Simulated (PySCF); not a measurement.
SMILES c1c(O)cccc1[SiH3] (GFN2-xTB optimised geometry):

```
16

O     -1.078     3.162    -0.002
C     -0.452     1.952    -0.001
C      0.940     1.931    -0.001
C      1.601     0.718     0.000
C      0.890    -0.469     0.000
C     -0.501    -0.469     0.000
Si    -1.484    -2.079     0.030
C     -1.157     0.757     0.000
H     -2.034     3.033    -0.003
H      1.475     2.867    -0.002
H      2.681     0.702    -0.001
H      1.421    -1.410    -0.001
H     -1.890    -2.374     1.408
H     -2.681    -1.922    -0.801
H     -0.648    -3.162    -0.489
H     -2.241     0.784    -0.001
```

Method: PySCF 2.14.0 with PBE/def2-TZVP.

Q: What are the frontier orbital energies and the dipole moment?

A: HOMO-2 -7.44 eV, HOMO-1 -6.44 eV, HOMO -5.62 eV, LUMO -1.51 eV, LUMO+1 -0.92 eV; dipole moment 0.78 D.

On the same geometry PBE0/def2-TZVP (PySCF) gives HOMO-2 -8.83 eV, HOMO-1 -7.46 eV, HOMO -6.65 eV, LUMO -0.66 eV, LUMO+1 -0.01 eV; dipole moment 0.75 D.

Meta-Löwdin charges at PBE/def2-TZVP: O1 -0.45, C2 0.21, C3 -0.15, C4 -0.11, C5 -0.14, C6 -0.20, Si7 0.43, C8 -0.18, H9 0.35, H10 0.13, H11 0.13, H12 0.12, H13 -0.08, H14 -0.08, H15 -0.08, H16 0.11.
